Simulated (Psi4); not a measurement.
C4H10BO2 (SMILES CCO[B]OCC), doublet, geometry from GFN2-xTB; B3LYP/def2-SV(P) (Psi4 1.11).

Input for Psi4:
```
memory 2 GB

molecule mol {
0 2
C     3.042965    0.208873   -0.768064
C     2.324881   -0.743452    0.183543
O     1.103180   -0.220898    0.638197
B    -0.005917   -0.033382   -0.124088
O    -1.047151    0.537008    0.536839
C    -2.316504    0.790713   -0.007864
C    -3.093262   -0.492640   -0.286747
H     2.430966    0.376101   -1.652017
H     3.213553    1.164657   -0.279293
H     3.998297   -0.213333   -1.067754
H     2.936895   -0.913446    1.076355
H     2.161296   -1.709810   -0.314931
H    -2.850756    1.399426    0.730117
H    -2.220917    1.373435   -0.935433
H    -2.558304   -1.094523   -1.018483
H    -3.196935   -1.070903    0.627794
H    -4.081226   -0.254540   -0.671411
}

set {
  basis def2-sv(p)
  reference uks
  cholesky_tolerance 1e-6
  scf_type cd
}

energy('b3lyp')
print_variables()
```

### Question
Predict the main parts of the log of this Psi4 run.

### Answer

```
   => Loading Basis Set <=

    Name: DEF2-SV(P)
    Role: ORBITAL
    Keyword: BASIS

         ---------------------------------------------------------
                                   SCF
               by Justin Turney, Rob Parrish, Andy Simmonett
                          and Daniel G. A. Smith
                              UKS Reference
         ---------------------------------------------------------

  ==> Geometry <==

    Molecular point group: c1
    Full point group: C1

    Geometry (in Angstrom), charge = 0, multiplicity = 2:

       Center              X                  Y                   Z               Mass
    ------------   -----------------  -----------------  -----------------  -----------------
         C            3.041386425267     0.199966424855    -0.801171412087    12.000000000000
         C            2.323302425267    -0.752358575145     0.150435587913    12.000000000000
         O            1.101601425267    -0.229804575145     0.605089587913    15.994914619570
         B           -0.007495574733    -0.042288575145    -0.157195412087    11.009305360000
         O           -1.048729574733     0.528101424855     0.503731587913    15.994914619570
         C           -2.318082574733     0.781806424855    -0.040971412087    12.000000000000
         C           -3.094840574733    -0.501546575145    -0.319854412087    12.000000000000
         H            2.429387425267     0.367194424855    -1.685124412087     1.007825032230
         H            3.211974425267     1.155750424855    -0.312400412087     1.007825032230
         H            3.996718425267    -0.222239575145    -1.100861412087     1.007825032230
         H            2.935316425267    -0.922352575145     1.043247587913     1.007825032230
         H            2.159717425267    -1.718716575145    -0.348038412087     1.007825032230
         H           -2.852334574733     1.390519424855     0.697009587913     1.007825032230
         H           -2.222495574733     1.364528424855    -0.968540412087     1.007825032230
         H           -2.559882574733    -1.103429575145    -1.051590412087     1.007825032230
         H           -3.198513574733    -1.079809575145     0.594686587913     1.007825032230
         H           -4.082804574733    -0.263446575145    -0.704518412087     1.007825032230

  Running in c1 symmetry.

  Rotational constants: A =      0.28011  B =      0.03273  C =      0.03240 [cm^-1]
  Rotational constants: A =   8397.40738  B =    981.23325  C =    971.39092 [MHz]
  Nuclear repulsion =  287.496921577979549

  Charge       = 0
  Multiplicity = 2
  Electrons    = 55
  Nalpha       = 28
  Nbeta        = 27

  ==> Algorithm <==

  SCF Algorithm Type is CD.
  DIIS enabled.
  MOM disabled.
  Fractional occupation disabled.
  Guess Type is SAD.
  Energy threshold   = 1.00e-06
  Density threshold  = 1.00e-06
  Integral threshold = 1.00e-12

  ==> Primary Basis <==

  Basis Set: DEF2-SV(P)
    Blend: DEF2-SV(P)
    Number of shells: 62
    Number of basis functions: 118
    Number of Cartesian functions: 125
    Spherical Harmonics?: true
    Max angular momentum: 2

  ==> DFT Potential <==

   => LibXC <=

    Version 7.1.2
    S. Lehtola, C. Steigemann, M. J. T. Oliveira, and M. A. L. Marques,  SoftwareX 7, 1–5 (2018) (10.1016/j.softx.2017.11.002)

   => Composite Functional: B3LYP <=

    B3LYP Hyb-GGA Exchange-Correlation Functional

    P. J. Stephens, F. J. Devlin, C. F. Chabalowski, and M. J. Frisch,  J. Phys. Chem. 98, 11623 (1994) (10.1021/j100096a001)

    Deriv               =              1
    GGA                 =           TRUE
    Meta                =          FALSE

    Exchange Hybrid     =           TRUE
    MP2 Hybrid          =          FALSE

   => Exchange Functionals <=

    0.0800   Slater exchange
    0.7200         Becke 88

   => Exact (HF) Exchange <=

    0.2000               HF

   => Correlation Functionals <=

    0.1900   Vosko, Wilk & Nusair (VWN5_RPA)
    0.8100   Lee, Yang & Parr

   => LibXC Density Thresholds  <==

    XC_HYB_GGA_XC_B3LYP:  1.00E-15

   => Molecular Quadrature <=

    Radial Scheme          =       TREUTLER
    Pruning Scheme         =           NONE
    Nuclear Scheme         =       TREUTLER

    Blocking Scheme        =         OCTREE
    BS radius alpha        =              1
    Pruning alpha          =              1
    Radial Points          =             75
    Spherical Points       =            302
    Total Points           =         362802
    Total Blocks           =           2719
    Max Points             =            256
    Max Functions          =            113
    Weights Tolerance      =       1.00E-15

  ==> Integral Setup <==

Traceback (most recent call last):
  File "psi4", line 375, in <module>
  File "<string>", line 40, in <module>
  File "site-packages/psi4/driver/driver.py", line 533, in energy
  File "site-packages/psi4/driver/procrouting/proc.py", line 2760, in run_scf
  File "site-packages/psi4/driver/procrouting/proc.py", line 2047, in scf_helper
  File "site-packages/psi4/driver/procrouting/scf_proc/scf_iterator.py", line 82, in scf_compute_energy
  File "site-packages/psi4/driver/procrouting/scf_proc/scf_iterator.py", line 200, in scf_initialize
  File "site-packages/psi4/driver/procrouting/scf_proc/scf_iterator.py", line 128, in initialize_jk

RuntimeError:
Fatal Error: Not enough memory for CD.
The most recent 5 function calls were:

psi::PsiException::PsiException(std::__cxx11::basic_string<char, std::char_traits<char>, std::allocator<char> >, char const*, int)
psi::DiskDFJK::preiterations()

Printing out the relevant lines from the Psithon --> Python processed input file:
    core.IO.set_default_namespace("mol")
    core.set_global_option("BASIS", "def2-sv(p)")
    core.set_global_option("REFERENCE", "uks")
    core.set_global_option("CHOLESKY_TOLERANCE", 1e-6)
    core.set_global_option("SCF_TYPE", "cd")
--> energy('b3lyp')
    print_variables()

!----------------------------------------------------------------------------------!
!                                                                                  !
! Fatal Error: Not enough memory for CD.                                           !
! The most recent 5 function calls were:                                           !
! psi::PsiException::PsiException(std::__cxx11::basic_string<char,                 !
!     std::char_traits<char>, std::allocator<char> >, char const*, int)            !
! psi::DiskDFJK::preiterations()                                                   !
!                                                                                  !
!----------------------------------------------------------------------------------!
```

The program refused the input.
